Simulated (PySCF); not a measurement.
# Computed records: BGeH4

All values are calculated (PySCF 2.14.0). Calculation on a computer-drawn molecule: vertical ionisation energy to the stated ion spin, frozen-core CCSD(T) at the basis limit and cheaper methods, single-reference cases, UHF for radicals, no spin-orbit; all values are single points at the evaluated structure, the first of each entry, which is the reference or a displaced copy of it and isn't optimised; the reference structure only sets the zero of the energies above reference; triples share is (T) over the correlation energy; on germanium a core potential holds 10 electrons, which the energies leave out, and 3d is frozen in MP2 and coupled-cluster steps.

Entry: BGeH4

Evaluated structure:
```xyz
6
BGeH4
B      1.2463    -1.4181    -0.8460
Ge     1.8957    -1.5748     1.0367
H      0.6415    -0.4419    -1.1808
H      1.4668    -2.3031    -1.6199
H      1.6841    -0.5148     2.1131
H      2.6808    -2.7639     1.5813
```

Reference structure:
```xyz
6
BGeH4
B      1.2463    -1.4181    -0.8460
Ge     1.8957    -1.5748     1.0367
H      0.6415    -0.4419    -1.1808
H      1.4668    -2.3031    -1.6199
H      1.6841    -0.5148     2.1131
H      2.6808    -2.7639     1.5813
```

- charge: 0
- multiplicity: 2
- ion multiplicity: 1
- diffuse functions: no
- basis: cc-pVnZ
- basis and core potential on germanium: cc-pVnZ-PP ECP10MDF
- reference is: the Hartree-Fock double-zeta minimum
- best is: HF at quadruple zeta + MP2 correlation extrapolated from triple and quadruple zeta + CCSD(T) minus MP2 at triple zeta
- basis step is: the size of the change from the same recipe one zeta lower
- ionisation energy best: 8.241 eV
- ionisation energy basis step: 0.02605 eV
- energy above reference best: 0 kcal/mol
- energy above reference basis step: 0 kcal/mol
- total energy HF triple zeta: -320.3551 hartree
- total energy CCSD(T) triple zeta: -320.6093 hartree
- total energy best: -320.6364 hartree
- T1 diagnostic at triple zeta: 0.01746
- D1 diagnostic at triple zeta: 0.0653
- spin squared at triple zeta: 0.7618
- ion T1 diagnostic at triple zeta: 0.008365
- ion D1 diagnostic at triple zeta: 0.01618
- triples share at triple zeta: 0.03163
- basis functions triple zeta: 125
- dipole magnitude HF at triple zeta: 0.4797 debye
- dipole magnitude CCSD unrelaxed at triple zeta: 0.8744 debye
- dipole magnitude PBE at triple zeta: 1.093 debye
- dipole magnitude r2SCAN at triple zeta: 0.9443 debye
- dipole magnitude B3LYP at triple zeta: 0.9415 debye
- dipole magnitude wB97X at triple zeta: 0.9641 debye

Drawn bonds:
```csv
atom,other atom,order
1,2,1
1,3,1
1,4,1
2,5,1
2,6,1
```

Triple zeta:
```csv
method,ionisation energy (eV),energy above reference (kcal/mol)
HF,7.507,0
PBE,8.449,0
r2SCAN,8.558,0
B3LYP,8.366,0
wB97X,8.128,0
MP2,8.119,0
CCSD,8.124,0
CCSD(T),8.193,0
```
